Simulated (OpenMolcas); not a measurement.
Computed levels of 2s2 2p2 in ions with 6 electrons, in cm-1 above 3P0.

```yaml
Program: OpenMolcas
Method: SS-CASPT2, IPEA 0.25 Eh, imaginary shift 0.1 Eh
Basis: ANO-R3
Scalar_Hamiltonian: X2C, finite nucleus
Spin-orbit_coupling: state interaction with AMFI integrals over the reference wave functions, term energies averaged over their components
```

Active space for each ion: 2 electrons in 3 orbitals (2p); closed shells correlated by CASPT2: 1s 2s.

```tsv
Level	C	O2+	F3+	Ne4+
3P1	15.5	110	221	402
3P2	46.2	326	648	1162
1D2	10280	20640	25790	31050
1S0	23100	46670	57940	69170
```

Task: Estimate 3P2, 1D2, 1S0 for N+ from its neighbours C and O2+.

Result: 3P2 is fine structure, which grows about as the fourth power of a screened charge, so the fourth roots are averaged: ((46.2^0.25 + 326^0.25) / 2)^4 = 138. The calculation gives 140, so the estimate is off by -1.4 %; the measured value is 131 (NIST Handbook of Basic Atomic Spectroscopic Data).
1D2 is another term, which grows about linearly with the charge: (10280 + 20640) / 2 = 15460. The calculation gives 15510, so the estimate is off by -0.3 %; the measured value is 15316 (NIST Handbook of Basic Atomic Spectroscopic Data).
1S0 is another term, which grows about linearly with the charge: (23100 + 46670) / 2 = 34885. The calculation gives 35180, so the estimate is off by -0.8 %; the measured value is 32689 (NIST Handbook of Basic Atomic Spectroscopic Data).

Term energies are means over components that CASPT2 splits; among the terms shown or strongly mixed into the levels shown the widest spread is 97 cm-1 (2s2 2p2 1D, N+). With the s shell closed, the reference lacks s² → p² mixing. Computed and measured levels are paired by configuration, term and J; levels that our copy of the source lacks, or whose pairing is in doubt (as where it misses far off the trend of its configuration), stay unpaired and out of the deviations. Only configurations of the active space appear.
